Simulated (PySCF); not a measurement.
# Computed spin Hamiltonian

Compound: C4H10OPSi (doublet state).
Z-matrix (Å and degrees, GFN2-xTB geometry), rows numbered from 1:
```
P 
Si  1  2.2413
C   2  1.9035  1  112.16
C   3  1.5265  2  107.99  1  -142.30
C   4  1.5335  3  111.55  2    56.11
C   5  1.4796  4  112.40  3   -67.92
O   6  1.3495  5  120.36  4    45.36
H   1  1.3823  2   94.04  3   -80.38
H   1  1.3816  2   94.06  3  -173.41
H   2  1.4713  1  116.20  3   128.51
H   3  1.0922  2  110.94  1   -22.67
H   3  1.0891  2  112.28  1    96.73
H   4  1.0918  3  109.52  2   -64.67
H   4  1.0931  3  109.93  2   177.12
H   5  1.1033  4  107.53  3    53.80
H   5  1.0915  4  110.35  3   170.65
H   6  1.0762  5  122.15  4  -156.87
```

The hyperfine couplings belong to this conformer and change with its torsions.

The species is `P[Si@@H]1CCC[CH]O1` [radical].

Theory: UKS B3LYP, pcH-1 on C H O P Si, non-relativistic, mean-field spin-orbit, GIAO in PySCF 2.14.0. One conformer (not necessarily the lowest) at the GFN2-xTB geometry, without solvent, vibrations or thermal averaging. Couplings are sensitive to structure, and on GFN2-xTB geometries they can be far from those on DFT ones. Stability of the SCF solution: not tested.

```json
{
 "g1, g2, g3": "2.00215, 2.00329, 2.00386",
 "g_iso": "2.00310",
 "Form of g": "rhombic: the two nearest values differ by 33 % of g3 − g1",
 "⟨S²⟩": "0.7535 (exact 0.7500)",
 "HOMO–LUMO gap, α and β orbitals": "4.72, 6.41 eV",
 "Total energy": "-864.53939 Eh",
 "Basis functions": "295"
}
```

Hyperfine couplings atom by atom, in MHz; T1 to T3 are the principal values of the dipolar part:

```json
{"atom": "P1", "isotope": "31P", "a_iso": "26.4", "of which spin–orbit": "0.0", "T1": "-2.6", "T2": "-2.0", "T3": "4.7", "Mulliken spin population": "0.01"}
{"atom": "Si2", "isotope": "29Si", "a_iso": "3.1", "of which spin–orbit": "0.0", "T1": "-0.8", "T2": "-0.3", "T3": "1.1", "Mulliken spin population": "0.00"}
{"atom": "C3", "isotope": "13C", "a_iso": "-0.9", "of which spin–orbit": "0.0", "T1": "-0.6", "T2": "-0.4", "T3": "1.1", "Mulliken spin population": "0.00"}
{"atom": "C4", "isotope": "13C", "a_iso": "33.7", "of which spin–orbit": "0.0", "T1": "-2.5", "T2": "-2.2", "T3": "4.7", "Mulliken spin population": "0.01"}
{"atom": "C5", "isotope": "13C", "a_iso": "-22.9", "of which spin–orbit": "0.0", "T1": "-1.6", "T2": "-1.4", "T3": "3.0", "Mulliken spin population": "-0.07"}
{"atom": "C6", "isotope": "13C", "a_iso": "126.7", "of which spin–orbit": "0.0", "T1": "-79.1", "T2": "-77.3", "T3": "156.4", "Mulliken spin population": "0.91"}
{"atom": "O7", "isotope": "17O", "a_iso": "-15.1", "of which spin–orbit": "0.0", "T1": "-51.5", "T2": "25.2", "T3": "26.4", "Mulliken spin population": "0.09"}
{"atom": "H8", "isotope": "1H", "a_iso": "3.1", "of which spin–orbit": "0.0", "T1": "-0.7", "T2": "-0.6", "T3": "1.3", "Mulliken spin population": "0.00"}
{"atom": "H9", "isotope": "1H", "a_iso": "-0.7", "of which spin–orbit": "0.0", "T1": "-1.0", "T2": "-0.9", "T3": "1.9", "Mulliken spin population": "0.00"}
{"atom": "H10", "isotope": "1H", "a_iso": "5.1", "of which spin–orbit": "0.0", "T1": "-2.1", "T2": "-2.0", "T3": "4.1", "Mulliken spin population": "0.01"}
{"atom": "H11", "isotope": "1H", "a_iso": "0.3", "of which spin–orbit": "0.0", "T1": "-1.7", "T2": "-1.2", "T3": "2.9", "Mulliken spin population": "0.00"}
{"atom": "H12", "isotope": "1H", "a_iso": "-0.2", "of which spin–orbit": "0.0", "T1": "-1.1", "T2": "-1.0", "T3": "2.1", "Mulliken spin population": "0.00"}
{"atom": "H13", "isotope": "1H", "a_iso": "-2.6", "of which spin–orbit": "0.0", "T1": "-4.6", "T2": "-2.5", "T3": "7.1", "Mulliken spin population": "0.01"}
{"atom": "H14", "isotope": "1H", "a_iso": "0.1", "of which spin–orbit": "0.0", "T1": "-2.1", "T2": "-1.8", "T3": "3.9", "Mulliken spin population": "0.00"}
{"atom": "H15", "isotope": "1H", "a_iso": "124.2", "of which spin–orbit": "0.0", "T1": "-4.7", "T2": "-3.3", "T3": "8.1", "Mulliken spin population": "0.07"}
{"atom": "H16", "isotope": "1H", "a_iso": "15.6", "of which spin–orbit": "0.0", "T1": "-5.8", "T2": "-4.3", "T3": "10.1", "Mulliken spin population": "0.00"}
{"atom": "H17", "isotope": "1H", "a_iso": "-51.2", "of which spin–orbit": "0.0", "T1": "-36.3", "T2": "-1.0", "T3": "37.4", "Mulliken spin population": "-0.04"}
```

Largest spin populations (Mulliken): C6 (+0.91), O7 (+0.09), C5 (-0.07) and H15 (+0.07). No atom but C6 exceeds +0.15. The positive populations add up to 1.11 and the negative ones to -0.11, together 2S = 1. The angles at C6 add up to 356.5°, so it is nearly planar; its axial dipolar tensor and the negative coupling of its proton fit spin in a p orbital normal to that plane.

Axes: g3 points within 11° of the C6–H17 bond.

Under fast tumbling the dipolar parts average out, and these isotropic splittings remain (the largest six): 1 × 1H (H15, I = 1/2, 2 lines) with 4.43 mT, 1 × 1H (H17, I = 1/2, 2 lines) with 1.83 mT, 1 × 31P (P1, I = 1/2, 2 lines) with 0.94 mT, 1 × 1H (H16, I = 1/2, 2 lines) with 0.56 mT, 1 × 1H (H10, I = 1/2, 2 lines) with 0.18 mT and 1 × 1H (H13, I = 1/2, 2 lines) with 0.09 mT.

Means are taken over nuclei equivalent by connectivity, which assumes that they swap fast.

The 17O coupling of O7 (-15.1 MHz) shows only in satellite lines or after enrichment, since that isotope makes up about 0.038 % of natural oxygen.

The 13C coupling of C6 (126.7 MHz) shows only in satellite lines or after enrichment, since that isotope makes up about 1.07 % of natural carbon.

β density exceeds α density at some nuclei, such as C5 (-0.0204), H17 (-0.0115) and Si2 (-0.0034), spin density in bohr⁻³. In a single determinant that takes different orbitals for the two spins, that is spin polarisation.
